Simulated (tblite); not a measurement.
C3H5NO2Si.
Geometry (GFN2-xTB, Å), atoms numbered from 1 in this order:
```
atom  x, y, z in Å
N1    -2.0630    1.5056    1.8068
C2    -1.9371    0.7525    0.9576
C3    -1.7582   -0.1866   -0.1195
C4    -0.3263   -0.1014   -0.6461
O5    -0.0572    0.0821   -1.7994
O6     0.5676   -0.2574    0.3041
Si7    2.2186   -0.1648    0.0536
H8    -1.9327   -1.1976    0.2599
H9    -2.4576    0.0308   -0.9299
H10    2.6213   -0.2709    1.4464
H11    2.5261    1.1086   -0.5818
H12    2.5997   -1.3015   -0.7777
```

Computed with GFN2-xTB (tblite): harmonic, unscaled wavenumbers at the GFN2-xTB geometry, gas phase. Against measured fundamentals such values can be off by several per cent, at times by over 20. Modes of hydrogen on silicon can be 10 to 20 % off. One conformer, not necessarily the lowest.

Harmonic wavenumbers (cm⁻¹): 26.0, 68.5, 87.0, 120.8, 152.7, 330.3, 375.9, 464.2, 557.1, 608.8, 616.1, 673.4, 737.5, 762.4, 773.1, 796.6, 913.4, 948.4, 1003.8, 1078.4, 1210.9, 1246.2, 1383.5, 1780.8, 2304.8, 2332.2, 2357.7, 2415.5, 2960.0, 2986.0.

A = 4010, B = 1368, C = 1099 MHz; mass 115.009 u (most abundant isotopes); point group C1, symmetry number 1.

**Question.** Zero-point energy?

**Answer.** Half the sum of the wavenumbers: 16036 cm⁻¹ = 45.85 kcal/mol.

**Question.** Entropy at 298.15 K, 1 bar (ideal gas, RRHO, classical rotation)?

**Answer.** Translation 40.16, rotation 28.37, vibration 26.01: S = 94.5 cal/(mol K).

**Question.** And Cp and H(298.15 K) − H(0)?

**Answer.** Cp = 31.12 cal/(mol K), of which vibrations give 23.17 (their classical limit is 30 R = 59.6); H(298.15 K) − H(0) = 6.08 kcal/mol without the zero-point energy, 3.71 from vibrations.

**Question.** Blend soft modes into free rotors: weight 1/[1 + (100 cm⁻¹/ν̃)⁴] for the oscillator and the rest for a rotor with moment μB/(μ + B), μ = h/(8π²ν), B = 10⁻⁴⁴ kg m². What vibrational entropy results?

**Answer.** 22.68 cal/(mol K) in place of 26.01, which changes −T·S at 298.15 K by +0.99 kcal/mol.

**Question.** Which modes carry the vibrational entropy at 298.15 K?

**Answer.** 26.0 cm⁻¹: 6.11; 68.5 cm⁻¹: 4.20; 87.0 cm⁻¹: 3.73; 120.8 cm⁻¹: 3.09; 152.7 cm⁻¹: 2.64; 330.3 cm⁻¹: 1.26 cal/(mol K); the other 24 give 4.99 together.

Hindered rotation and anharmonicity are outside this model. Other conformers, if any are populated, would add a mixing term that is left out. The structure is chiral; the term R ln 2 for an equal mix with its mirror image is left out.

On one thread, Intel Xeon Platinum 8259CL at 2.50 GHz (x86_64), no GPU (shared host), this took 0.48 s. The figure is for the frequency step alone.
